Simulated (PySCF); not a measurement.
Below is a simulated gas-phase Cl 2p photoelectron spectrum of GaCl2F (`[F][Ga]([Cl])[Cl]`).

Every computed line was given a Gaussian of 1.0 eV full width at half maximum and an area set by the number of equivalent atoms (split 2:1 within a doublet); the highest printed point is 100. Computed with PySCF, delta-SCF UKS SCAN, pcX-2 on the ionised atom, pcseg-1 elsewhere, spin-free X2C.

binding energy (eV), intensity and a bar:
```
    205.3          0 
    205.4          1 
    205.5          2 
    205.6          3 #
    205.7          6 ##
    205.8         10 ###
    205.9         16 #####
    206.0         25 #######
    206.1         36 ###########
    206.2         49 ###############
    206.3         63 ###################
    206.4         77 #######################
    206.5         89 ###########################
    206.6         97 #############################
    206.7        100 ##############################
    206.8         98 #############################
    206.9         90 ###########################
    207.0         79 ########################
    207.1         66 ####################
    207.2         52 ################
    207.3         40 ############
    207.4         30 #########
    207.5         24 #######
    207.6         21 ######
    207.7         21 ######
    207.8         25 #######
    207.9         30 #########
    208.0         36 ###########
    208.1         42 #############
    208.2         47 ##############
    208.3         50 ###############
    208.4         50 ###############
    208.5         47 ##############
    208.6         43 #############
    208.7         36 ###########
    208.8         29 #########
    208.9         22 #######
    209.0         16 #####
    209.1         11 ###
    209.2          7 ##
    209.3          4 #
    209.4          2 #
    209.5          1 
    209.6          1 
    209.7          0 
    209.8          0
```

Q: How many maxima does the curve show, and how many computed lines lie under it?

A: The curve has 2 maxima (at 206.7 and 208.4 eV). Under it lie 2 lines from 1 inequivalent chlorine site, drawn as a 2p3/2, 2p1/2 pair.

Q: Decompose the envelope and assign each component. Bonds: Ga1–Cl2, Ga1–Cl3, Ga1–F4.

A: 
```csv
position (eV),relative area,line,atoms,environment
206.71,1.33,Cl 2p3/2,Cl2/Cl3,chlorine bonded to Ga
208.36,0.67,Cl 2p1/2,Cl2/Cl3,chlorine bonded to Ga
```

The curve has no shake-up lines and no vibrational structure. Atoms equivalent by their bonding share one computed value, that of the first of them. 2p3/2 and 2p1/2 are the ΔSCF energy of one spin-free 2p hole plus the eigenvalues of a spin–orbit and ligand-field matrix of the shell. 2p1/2 minus 2p3/2 (ligand field included): Cl 1.65 eV. Geometry: PBE0-D3(BJ)/def2-SVP; no solvent, vibrations or thermal averaging.
